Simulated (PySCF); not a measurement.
[Mn(H2O)6]3+: Mn(III) (d4), charge +3. The structure is a model geometry with rigid ligands and bond lengths from ionic radii, not a minimum; coordination octahedral, point group Th, metal–donor distances 2.00 Å.

```
19

Mn    0.000    0.000    0.000
O     0.000    0.000    2.005
H     0.775    0.000    2.580
H    -0.775    0.000    2.580
O     0.000    0.000   -2.005
H     0.775    0.000   -2.580
H    -0.775    0.000   -2.580
O     2.005    0.000    0.000
H     2.580    0.775    0.000
H     2.580   -0.775    0.000
O    -2.005    0.000    0.000
H    -2.580    0.775    0.000
H    -2.580   -0.775    0.000
O     0.000    2.005    0.000
H     0.000    2.580    0.775
H     0.000    2.580   -0.775
O     0.000   -2.005    0.000
H     0.000   -2.580    0.775
H     0.000   -2.580   -0.775
```

Method (PySCF 2.14, density fitting): CASSCF(4,5) with orbitals averaged over all microstates of the shell, strongly contracted NEVPT2 on the averaged canonical orbitals; basis x2c-TZVPall on the metal, x2c-SVPall elsewhere; spin-free X2C; gas phase; spin-orbit coupling by state interaction with the mean-field operator over all roots.

**Question.** Which term lies lowest, and with what spin?

**Answer.** 5Eg (S = 2, orbital degeneracy 2), with 3.0 electrons in the lower (t2g-type) set and 1.0 in the upper (eg-type) set, by NEVPT2.

**Question.** Where do the spin-allowed transitions within the shell lie?

**Answer.** By NEVPT2: 5Tg at 15426 cm⁻¹ (648 nm). All are electric-dipole forbidden at this geometry.

**Question.** Which is the lowest state of another spin?

**Answer.** 3Tg at 8802 cm⁻¹ by NEVPT2; CASSCF alone puts it at 12736 cm⁻¹ above the same ground state.

**Question.** Give the fitted ligand-field and repulsion parameters.

**Answer.** At CASSCF level (the NEVPT2 levels don't fit a ligand-field model well): orbital energies 0, 0, 0, 12489, 12489 cm⁻¹; 10Dq = 12489 cm⁻¹; B = 1121 cm⁻¹; C = 4199 cm⁻¹; B over its free-ion value at the same level 0.914; rms of the fit 116 cm⁻¹; ζ = 344 cm⁻¹ (free ion 363).

**Question.** What magnetic behaviour follows?

**Answer.** The ground state is orbitally degenerate (an E term, whose orbital moment is quenched to first order), so no simple spin Hamiltonian is given. The lowest spin-orbit level is 1-fold; the next lies at 11.0 cm⁻¹. μeff is 4.86 μB at 300 K and 4.37 μB at 10 K; the spin-only value is 4.90 μB.

The ground state is orbitally degenerate in this regular structure, which would distort (Jahn–Teller), so its moment is that of the undistorted model. NEVPT2 lifts 5Tg from 12829 to 15426 cm⁻¹; on the d shell alone it tends to overshoot states that fill the eg-type orbitals. NEVPT2 on the d shell alone tends to put d–d bands too high for such charged or covalently bound ions. Gaps between spin states lean to high spin in this active space.

The job took 27 s on one thread of Arm Neoverse V1 (shared host), with 192 basis functions, launched as `OMP_NUM_THREADS=1 python lf_run.py task.json out`.
